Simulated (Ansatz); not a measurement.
Start from `NB(N)O` and change one atom or group to get `BB(N)O`.

Ansatz, PBE0-D4/def2-TZVP geometries, multiplicity 1. Each molecule was computed in one conformer, which needn't be the lowest.

```json
{"property": "HOMO energy (PBE0/def2-TZVPP) / eV", "`NB(N)O`": "-6.82"}
{"property": "HOMO energy (B3LYP/def2-TZVPP) / eV", "`NB(N)O`": "-6.57"}
{"property": "HOMO energy (PBE/def2-TZVPP) / eV", "`NB(N)O`": "-5.36"}
{"property": "LUMO energy (PBE/def2-TZVPP) / eV", "`NB(N)O`": "-0.11"}
{"property": "LUMO energy (B3LYP/def2-TZVPP) / eV", "`NB(N)O`": "0.33"}
{"property": "ideal-gas entropy at 298 K and 1 bar (rigid rotor, harmonic PBE0-D4/def2-TZVP) / J/(mol·K)", "`NB(N)O`": "310"}
```

Task: Give the same properties after the change, and the shifts. (An estimate is asked.)

Result: Computed: 
```csv
property,`BB(N)O`,shift
HOMO energy (PBE0/def2-TZVPP) / eV,-7.74,-0.92
HOMO energy (B3LYP/def2-TZVPP) / eV,-7.50,-0.93
HOMO energy (PBE/def2-TZVPP) / eV,-6.35,-0.99
LUMO energy (PBE/def2-TZVPP) / eV,-3.04,-2.93
LUMO energy (B3LYP/def2-TZVPP) / eV,-2.28,-2.61
"ideal-gas entropy at 298 K and 1 bar (rigid rotor, harmonic PBE0-D4/def2-TZVP) / J/(mol·K)",305,-5
```

With PBE0 the HOMO falls by 0.92 eV and the LUMO falls by 2.77 eV, so the gap narrows by about 1.85 eV. PBE moves the HOMO by -0.99 eV and ωB97M-V by -0.89 eV.

B3LYP here is the variant with VWN-RPA as its local correlation; programs differ in this.
